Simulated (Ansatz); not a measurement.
`CC[N]([AlH2])[SiH3]` + `[OH][AlH2]` → `[AlH2][O][AlH2]` + `CCN[SiH3]` at 500 K and 1 bar (ligand exchange at the Al–N bond).

Calculated with Ansatz (gas phase, PBE0-D4/def2-TZVP geometries, no zero-point term in ΔE). CBS: MP2 limit from def2 TZ/QZ plus the TZ coupled-cluster correction, frozen cores. This one scheme is used for every species. One conformer a species, not always the lowest.

```json
{"species": "`CC[N]([AlH2])[SiH3]`", "CCSD(T)/CBS energy (Eh)": "-667.95241", "H − E (kJ/mol)": "351.3", "S (J/(mol·K))": "461.9"}
{"species": "`[OH][AlH2]`", "CCSD(T)/CBS energy (Eh)": "-319.03157", "H − E (kJ/mol)": "95.7", "S (J/(mol·K))": "286.7"}
{"species": "`[AlH2][O][AlH2]`", "CCSD(T)/CBS energy (Eh)": "-561.69291", "H − E (kJ/mol)": "120.2", "S (J/(mol·K))": "358.4"}
{"species": "`CCN[SiH3]`", "CCSD(T)/CBS energy (Eh)": "-425.31370", "H − E (kJ/mol)": "328.2", "S (J/(mol·K))": "397.4"}
```

H − E and S are ideal-gas, rigid-rotor, harmonic terms from PBE0-D4/def2-TZVP, for one conformer and one mirror image of each species. 1 Eh = 2625.50 kJ/mol, R = 8.31446 J/(mol·K).

**Question.** By hand: ΔE, ΔH, ΔS and ΔG.

**Answer.** ΔE = (-561.69291) + (-425.31370) − (-667.95241) − (-319.03157) = -0.02263 Eh = -59.4 kJ/mol. Δ(H − E) = 120.2 + 328.2 − 351.3 − 95.7 = 1.4, so ΔH = -58.0 kJ/mol. ΔS = 358.4 + 397.4 − 461.9 − 286.7 = 7.2 J/(mol·K). ΔG = -58.0 − 500 × (7.2)/1000 = -61.6 kJ/mol.

**Question.** By hand: the equilibrium constant, and the temperature at which ΔG would vanish if ΔH and ΔS stayed fixed.

**Answer.** log₁₀ K = −ΔG/(RT ln 10) = 6.4. ΔH and −TΔS have one sign here, so there is no such temperature.

The number of gas molecules stays the same, so ΔS is small and ΔH decides. A doubt of 5 kJ/mol in ΔE shifts log₁₀ K by 0.5 here. Other conformers and mirror images would add mixing entropy, several J/(mol·K) or more a flexible species. Modes under 60 cm⁻¹, often nearly free rotors, make the harmonic entropy too high. These are equilibria of isolated gas molecules and say nothing of rates. Largest T1 diagnostic: 0.013 (customary marks: 0.02 for closed shells, 0.045 for open ones).

ΔS is within the doubt of such terms, so its sign, and with it that verdict, could turn.
